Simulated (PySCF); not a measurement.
silicon monosulfide (SSi), singlet, at a GFN2-xTB geometry, with bond 1-2 at 1.4 times its length; PySCF with CASSCF(4,4)/STO-3G.

The PySCF input:
```python
from pyscf import gto, scf, mcscf
import numpy

mol = gto.M(
    atom='''
Si    0.000000    0.000000   -1.866556
S     0.000000    0.000000    0.933278
''',
    basis='sto-3g',
    charge=0,
    spin=0,
    verbose=4,
)

mf = scf.RHF(mol)
mf.kernel()
mc = mcscf.CASSCF(mf, 4, 4)
mc.fix_spin_(ss=0.0)
mc.kernel()
occ = numpy.linalg.eigvalsh(mc.fcisolver.make_rdm1(mc.ci, mc.ncas, mc.nelecas))[::-1]
ss = mc.fcisolver.spin_square(mc.ci, mc.ncas, mc.nelecas)[0]
print('natural occupations', occ.round(4), ' <S^2>', round(ss, 4))
```

### Question
What does PySCF print? Leave out banner, timings and long lists.

### Answer

```
PySCF version 2.14.0

[INPUT] verbose = 4
[INPUT] num. atoms = 2
[INPUT] num. electrons = 30
[INPUT] charge = 0
[INPUT] spin (= nelec alpha-beta = 2S) = 0
[INPUT] symmetry False subgroup None
[INPUT] Mole.unit = angstrom
[INPUT] Symbol           X                Y                Z      unit          X                Y                Z       unit  Magmom
[...]
nuclear repulsion = 42.3366868343195
number of shells = 10
number of NR pGTOs = 54
number of NR cGTOs = 18
basis = sto-3g
ecp = {}

******** <class 'pyscf.scf.hf.RHF'> ********
method = RHF
initial guess = minao
damping factor = 0
level_shift factor = 0
DIIS = <class 'pyscf.scf.diis.CDIIS'>
diis_start_cycle = 1
diis_space = 8
diis_damp = 0
SCF conv_tol = 1e-09
SCF conv_tol_grad = None
SCF max_cycles = 50
direct_scf = True
direct_scf_tol = 1e-13
Set gradient conv threshold to 3.16228e-05
Initial guess from minao.
init E= -677.599449308725
[...]
cycle= 1 E= -677.978405963392  delta_E= -0.379  |g|= 0.566  |ddm|= 1.95
[...]
cycle= 2 E= -674.200273279236  delta_E= 3.78  |g|=  1.5  |ddm|= 5.39
[...]
cycle= 3 E= -678.254622271121  delta_E= -4.05  |g|= 0.515  |ddm|= 5.06
[...]
cycle= 4 E= -678.195781145843  delta_E= 0.0588  |g|= 0.548  |ddm|= 0.264
[...]
cycle= 5 E= -678.19191077554  delta_E= 0.00387  |g|= 0.549  |ddm|= 0.0288
[...]
cycle= 6 E= -678.24473618107  delta_E= -0.0528  |g|= 0.515  |ddm|= 0.219
[...]
cycle= 7 E= -678.405271657233  delta_E= -0.161  |g|= 0.336  |ddm|= 0.717
[...]
cycle= 8 E= -678.490897833381  delta_E= -0.0856  |g|= 0.119  |ddm|= 0.692
[...]
cycle= 9 E= -678.503679851428  delta_E= -0.0128  |g|= 0.00537  |ddm|= 0.411
[...]
cycle= 10 E= -678.503704994844  delta_E= -2.51e-05  |g|= 0.00385  |ddm|= 0.0108
[...]
cycle= 11 E= -678.503729107354  delta_E= -2.41e-05  |g|= 0.00235  |ddm|= 0.014
[...]
cycle= 12 E= -678.503746933569  delta_E= -1.78e-05  |g|= 0.000452  |ddm|= 0.0226
[...]
cycle= 13 E= -678.503747716117  delta_E= -7.83e-07  |g|= 9.71e-06  |ddm|= 0.00597
[...]
cycle= 14 E= -678.503747716222  delta_E= -1.06e-10  |g|= 7.82e-07  |ddm|= 5.09e-05
[...]
Extra cycle  E= -678.503747716223  delta_E= -9.09e-13  |g|= 3.89e-07  |ddm|= 3.88e-06
converged SCF energy = -678.503747716223

******** <class 'pyscf.mcscf.mc1step.CASSCF'> ********
CAS (2e+2e, 4o), ncore = 13, nvir = 1
max_cycle_macro = 50
max_cycle_micro = 4
conv_tol = 1e-07
conv_tol_grad = None
orbital rotation max_stepsize = 0.02
orbital rotation threshold for CI restart = 0.01
augmented hessian ah_max_cycle = 30
[...]
CASCI E = -678.504911905174  S^2 = 0.0000000
[...]
macro iter  40 (  5 JK    1 micro), CASSCF E = -678.528475122038  dE = -6.91880132e-07  S^2 = 0.0000000
               |grad[o]|=0.000279  |grad[c]|=0.000537  |ddm|=5.88e-05  |maxRot[o]|=0.0138
macro iter  41 (  7 JK    2 micro), CASSCF E = -678.528478114028  dE = -2.99198985e-06  S^2 = 0.0000000
               |grad[o]|=0.000717  |grad[c]|=0.00797  |ddm|=0.000452  |maxRot[o]|=0.0374
macro iter  42 (  9 JK    2 micro), CASSCF E = -678.528477801675  dE =  3.12352881e-07  S^2 = 0.0000000
               |grad[o]|=0.00017  |grad[c]|=0.000358  |ddm|=8.94e-05  |maxRot[o]|=0.00579
macro iter  43 ( 16 JK    3 micro), CASSCF E = -678.528477204392  dE =  5.97282792e-07  S^2 = 0.0000000
               |grad[o]|=0.000365  |grad[c]|=0.00183  |ddm|=0.000103  |maxRot[o]|=0.0217
macro iter  44 ( 13 JK    2 micro), CASSCF E = -678.528477380125  dE = -1.75733248e-07  S^2 = 0.0000000
               |grad[o]|=0.00018  |grad[c]|=6.33e-05  |ddm|=5.96e-06  |maxRot[o]|=0.00198
macro iter  45 (  6 JK    1 micro), CASSCF E = -678.528477932903  dE = -5.52777806e-07  S^2 = 0.0000000
               |grad[o]|=0.000114  |grad[c]|=0.000976  |ddm|=0.000128  |maxRot[o]|=0.0126
macro iter  46 ( 21 JK    4 micro), CASSCF E = -678.528463719288  dE =  1.42136149e-05  S^2 = 0.0000000
               |grad[o]|=0.000312  |grad[c]|=0.00686  |ddm|=0.000635  |maxRot[o]|=0.0739
macro iter  47 ( 22 JK    4 micro), CASSCF E = -678.528471232441  dE = -7.51315349e-06  S^2 = 0.0000000
               |grad[o]|=0.00133  |grad[c]|=0.00369  |ddm|=0.000136  |maxRot[o]|=0.0358
macro iter  48 ( 21 JK    4 micro), CASSCF E = -678.528473227387  dE = -1.99494514e-06  S^2 = 0.0000000
               |grad[o]|=0.00074  |grad[c]|=0.00092  |ddm|=0.000138  |maxRot[o]|=0.0485
macro iter  49 ( 21 JK    4 micro), CASSCF E = -678.528477145938  dE = -3.91855178e-06  S^2 = 0.0000000
               |grad[o]|=0.000317  |grad[c]|=0.000957  |ddm|=0.000172  |maxRot[o]|=0.0625
macro iter  50 ( 13 JK    3 micro), CASSCF E = -678.528477168663  dE = -2.27246346e-08  S^2 = 0.0000000
               |grad[o]|=0.000479  |grad[c]|=0.00532  |ddm|=0.000457  |maxRot[o]|=0.0703
1-step CASSCF not converged,  50 macro (847 JK 169 micro) steps
CASSCF canonicalization
Density matrix diagonal elements [1.98677563 1.95171566 0.03081557 0.03069314]
CASSCF energy = -678.528477168663
CASCI E = -678.528477168663  E(CI) = -12.9976247884152  S^2 = 0.0000000
natural occupations [1.9999 1.9392 0.0304 0.0304]  <S^2> 0.0
```

The run did not converge; its last values are not results.
